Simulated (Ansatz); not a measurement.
Reaction (formal exchange of groups at a B–C bond): `COBC=O` + `CC#CS` → `COBS` + `CC#CC=O`

Calculated with Ansatz (gas phase, PBE0-D4/def2-TZVP geometries, no zero-point term in ΔE). CCSD(T)/CBS is the MP2 limit (def2-TZVPP, def2-QZVPP) plus CCSD(T) − MP2 in def2-TZVPP, frozen cores. DFT in def2-TZVPP. Each species was taken in one conformer, which may not be the lowest.

| level | ΔE (eV) |
| --- | --- |
| PBE | -1.25 |
| r2SCAN0 | -1.28 |

Question: What does CCSD(T)/CBS give? (Estimate.)

Answer: Computed: -1.18 eV. The listed levels differ from it by -0.07, -0.10 eV.

Largest T1 diagnostic among the species: 0.015.

Leaving LDA and LC-ωPBE aside and taking each functional with its dispersion term where it has one, the values, not all of them listed here, spread over 0.15 eV, from B97M-V to ωB97X-V. LDA lies −0.05 eV from PBE without D4. At CCSD(T), def2-SVP lies −0.10 eV from the extrapolated value and def2-TZVPP −0.02 eV.
